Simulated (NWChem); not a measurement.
System: cyclohexanone (C₆H₁₀O); SMILES C1CC(CCC1)=O

Parts of the log:

```
             Northwest Computational Chemistry Package (NWChem) 7.3.0
             --------------------------------------------------------

 CS  symmetry detected

                             Geometry "geometry" -> ""
                             -------------------------

 Output coordinates in angstroms (scale by  1.889725989 to convert to a.u.)

  No.       Tag          Charge          X              Y              Z
 ---- ---------------- ---------- -------------- -------------- --------------
    1 O                    8.0000    -0.32575009     2.30577145     0.00000000
    2 C                    6.0000     0.08144479     1.15947518     0.00000000
    3 C                    6.0000     0.35500258     0.38833030     1.28691000
    4 C                    6.0000    -0.29511202    -1.01169966     1.26682700
    5 C                    6.0000     0.08408984    -1.79252777     0.00000000
    6 C                    6.0000    -0.29511202    -1.01169966    -1.26682700
    7 C                    6.0000     0.35500258     0.38833030    -1.28691000
    8 H                    1.0000     1.44624705     0.27286536     1.37981400
    9 H                    1.0000     0.01159354     0.99047052     2.13324600
   10 H                    1.0000    -0.00167858    -1.56681296     2.16595700
   11 H                    1.0000    -1.38759125    -0.90064412     1.31036200
   12 H                    1.0000    -0.41000422    -2.77201121     0.00000000
   13 H                    1.0000     1.16696889    -1.98717015     0.00000000
   14 H                    1.0000    -0.00167858    -1.56681296    -2.16595700
   15 H                    1.0000    -1.38759125    -0.90064412    -1.31036200
   16 H                    1.0000     0.01159354     0.99047052    -2.13324600
   17 H                    1.0000     1.44624705     0.27286536    -1.37981400

 Effective nuclear repulsion energy (a.u.)     308.4541446364

      Symmetry information
      --------------------

 Group name             Cs
 Group number              2
 Group order               2
 No. of unique centers    11

  pbe96 is a nonlocal functional; adding pw91lda local functional.

                                 NWChem DFT Module
                                 -----------------

 Summary of "ao basis" -> "ao basis" (spherical)
 ------------------------------------------------------------------------------
       Tag                 Description            Shells   Functions and Types
 ---------------- ------------------------------  ------  ---------------------
 O                          def2-svp                 6       14   3s2p1d
 C                          def2-svp                 6       14   3s2p1d
 H                          def2-svp                 3        5   2s1p

      Symmetry analysis of basis
      --------------------------

        a'         86
        a"         62

            General Information
            -------------------
          SCF calculation type: DFT
          Wavefunction type:  closed shell.
          No. of atoms     :    17
          No. of electrons :    54
           Alpha electrons :    27
            Beta electrons :    27
          Charge           :     0
          Spin multiplicity:     1
          Use of symmetry is: on ; symmetry adaption is: on
          Maximum number of iterations: 150
          AO basis - number of functions:   148
                     number of shells:    72
          Convergence on energy requested:  1.00D-06
          Convergence on density requested:  1.00D-05
          Convergence on gradient requested:  5.00D-04

              XC Information
              --------------
          PerdewBurkeErnzerhof Exchange Functional  1.000
            Perdew 1991 LDA Correlation Functional  1.000 local
           PerdewBurkeErnz. Correlation Functional  1.000 non-local

             Grid Information
             ----------------
          Grid used for XC integration:  medium
          Radial quadrature: Mura-Knowles
          Angular quadrature: Lebedev.
          Tag              B.-S. Rad. Rad. Pts. Rad. Cut. Ang. Pts.
          ---              ---------- --------- --------- ---------
          O                   0.60       49          12.0       434
          C                   0.70       49          11.0       434
          H                   0.35       45          12.0       434
          Grid pruning is: on
          Number of quadrature shells:   515
          Spatial weights used:  Erf1

      Superposition of Atomic Density Guess
      -------------------------------------

 Sum of atomic energies:        -305.43280713

      Non-variational initial energy
      ------------------------------

 Total energy =    -310.276828
 1-e energy   =   -1022.817629
 2-e energy   =     404.086656
 HOMO         =      -0.303275
 LUMO         =      -0.020332

      Symmetry analysis of molecular orbitals - initial
      -------------------------------------------------

  Numbering of irreducible representations:

     1 a'          2 a"

  Orbital symmetries:

     1 a'          2 a'          3 a"          4 a'          5 a"
     6 a'          7 a'          8 a'          9 a'         10 a"
    11 a'         12 a"         13 a'         14 a'         15 a'
    16 a'         17 a"         18 a'         19 a"         20 a'
    21 a"         22 a'         23 a"         24 a"         25 a'
    26 a'         27 a"         28 a'         29 a'         30 a'
    31 a"         32 a'         33 a"         34 a'         35 a'
    36 a"         37 a'

[...]
```

Level: PBE/def2-SVP, vertical spin-unrestricted ions. Structure relaxed at the B3LYP/6-31G* (spherical d) level.

Question: Which NWChem input produces such a log?

Answer: One answer among several that fit: the input that was run:
```
start job
memory heap 200 mb stack 900 mb global 1100 mb
geometry units angstroms noautoz
  O     -0.262413    -2.319384     0.000000
  C      0.119323    -1.164360     0.000000
  C      0.375754    -0.387352     1.286910
  C     -0.305174     0.997953     1.266827
  C      0.056661     1.786979     0.000000
  C     -0.305174     0.997953    -1.266827
  C      0.375754    -0.387352    -1.286910
  H      1.464177    -0.247774     1.379814
  H      0.045750    -0.996942     2.133246
  H     -0.024093     1.559422     2.165957
  H     -1.394929     0.862756     1.310362
  H     -0.458981     2.755292     0.000000
  H      1.134969     2.005530     0.000000
  H     -0.024093     1.559422    -2.165957
  H     -1.394929     0.862756    -1.310362
  H      0.045750    -0.996942    -2.133246
  H      1.464177    -0.247774    -1.379814
end
basis spherical
  * library def2-svp
end
dft
  xc xpbe96 cpbe96
  iterations 150
  vectors input atomic output neutral.movecs
end
task dft energy
charge 1
dft
  odft
  mult 2
  vectors input atomic output cation.movecs
end
task dft energy
```
